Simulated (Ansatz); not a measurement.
The cluster Ge₂S₄⁻, 6 atoms. Hardware: 4 threads of Arm Neoverse V2 on a shared host.

Correlated methods freeze 38 core orbitals; core or outer-core shells of Ge are correlated, in sets that lack core-valence functions.

How many basis functions does each of these Ansatz runs have, and roughly what does it cost? r2SCANh-D4/def2-TZVPD, charge -1 doublet, energy, from earlier orbitals; BLYP-D4/def2-TZVPD, charge -1 doublet, energy, from earlier orbitals; RPA@PBE/def2-TZVPD, charge -1 doublet, energy, from earlier orbitals; PBE-D4/def2-SVP, charge -1 doublet, energy with a search over starts; r2SCAN-D4/def2-TZVPD, charge -1 doublet, energy, from earlier orbitals; HF/STO-3G, charge -1 doublet, energy; PBE-D4/def2-SVPD, charge -1 doublet, relaxation, 11 steps; PBE0-D4/def2-TZVPD, charge -1 doublet, energy, from earlier orbitals; r2SCAN0-D4/def2-TZVPD, charge -1 doublet, energy, from earlier orbitals; PBE-D4/def2-TZVPD, charge -1 doublet, energy and forces, from earlier orbitals; MP2/def2-TZVPD, charge -1 doublet, energy, from earlier orbitals.

Other jobs shared the machine, so times can vary by a factor of up to 3. A dash marks memory too small to be measured apart from the calling script's.

```
                                                                           run  functions  fitting or Cholesky vectors  wall time  peak host memory (GiB)
                                          HF/STO-3G, charge -1 doublet, energy         72                          746      1.4 s                       –
          PBE-D4/def2-SVP, charge -1 doublet, energy with a search over starts        136                         1522      7.5 s                       –
PBE-D4/def2-TZVPD, charge -1 doublet, energy and forces, from earlier orbitals        292                         1918      9.5 s                    0.78
          BLYP-D4/def2-TZVPD, charge -1 doublet, energy, from earlier orbitals        292                         1918       12 s                    0.78
          RPA@PBE/def2-TZVPD, charge -1 doublet, energy, from earlier orbitals        292                         1813       18 s                     1.1
          PBE0-D4/def2-TZVPD, charge -1 doublet, energy, from earlier orbitals        292                         1813       22 s                     1.5
              MP2/def2-TZVPD, charge -1 doublet, energy, from earlier orbitals        292                         1813       23 s                     1.4
        r2SCAN-D4/def2-TZVPD, charge -1 doublet, energy, from earlier orbitals        292                         1918       23 s                    0.87
       r2SCAN0-D4/def2-TZVPD, charge -1 doublet, energy, from earlier orbitals        292                         1813       33 s                     1.6
       r2SCANh-D4/def2-TZVPD, charge -1 doublet, energy, from earlier orbitals        292                         1813       33 s                     1.6
                     PBE-D4/def2-SVPD, charge -1 doublet, relaxation, 11 steps        184                         1898       39 s                       –
```
